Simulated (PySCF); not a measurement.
**Electric properties by functional and basis**

Compound: CH₈OSi₂.
Z-matrix (Å and degrees, PBE0-D3(BJ)/def2-SVP geometry), rows numbered from 1:
```
C 
Si  1  1.8679
O   2  1.6528  1  110.56
Si  3  1.6435  2  169.11  1    -0.66
H   1  1.1009  2  111.02  3    60.29
H   1  1.1018  2  110.38  3  -179.88
H   1  1.1010  2  110.96  3   -60.12
H   2  1.4946  1  110.30  3  -119.97
H   2  1.4946  1  110.30  3   119.96
H   4  1.4952  3  110.34  2     0.91
H   4  1.4931  3  109.85  2   120.94
H   4  1.4931  3  109.90  2  -119.09
```

PySCF, dipoles from the SCF density, polarisabilities from static response with core orbitals frozen. Geometry: PBE0-D3(BJ)/def2-SVP; no solvent, vibrations or thermal averaging.

**Question.** Compare the levels for these properties.

**Answer.** 

```tsv
level	μ (D)	α (Å³)	anisotropy (Å³)
LDA/def2-SVPD	0.963	11.12	2.06
PBE/def2-SVPD	0.941	10.85	2.05
B3LYP/def2-SVPD	0.902	10.44	1.72
PBE0/def2-SVPD	0.931	10.38	1.76
BHandHLYP/def2-SVPD	0.889	9.98	1.47
CAM-B3LYP/def2-SVPD	0.897	10.30	1.62
wB97X-D/def2-SVPD	0.917	10.29	1.67
LC-wPBE/def2-SVPD	0.925	10.09	1.63
HF/def2-SVPD	0.880	9.47	1.17
PBE0/6-31G*	0.984	8.09	1.37
PBE0/6-31+G*	0.967	9.19	1.13
PBE0/def2-SVP	0.957	8.86	1.25
PBE0/aug-cc-pVDZ	0.921	10.62	1.78
PBE0/def2-TZVP	0.933	9.85	1.51
PBE0/def2-TZVPD	0.929	10.49	1.71
```

The anisotropy is √(½[(α1 − α2)² + (α2 − α3)² + (α3 − α1)²]). The dipole runs from 0.88 D (HF/def2-SVPD) to 0.98 D (PBE0/6-31G*). No reference polarisability is at hand; against PBE0 in the largest diffuse basis at hand (def2-TZVPD) the other PBE0 rows deviate by 6-31G* -23%, 6-31+G* -12%, def2-SVP -16%, def2-SVPD -1%, aug-cc-pVDZ +1%, def2-TZVP -6%. In one basis (def2-SVPD) the functionals order the polarisability from HF (lowest) to LDA (highest), a spread of 17%. With PBE0 the polarisability is 8.93 Å³ without diffuse functions (mean of 6-31G*, def2-SVP and def2-TZVP) and 10.17 Å³ with them (mean of 6-31+G*, def2-SVPD, aug-cc-pVDZ and def2-TZVPD).

Without π bonds the low states are Rydberg-like; a valence basis with one diffuse set may place them up to an eV too high.
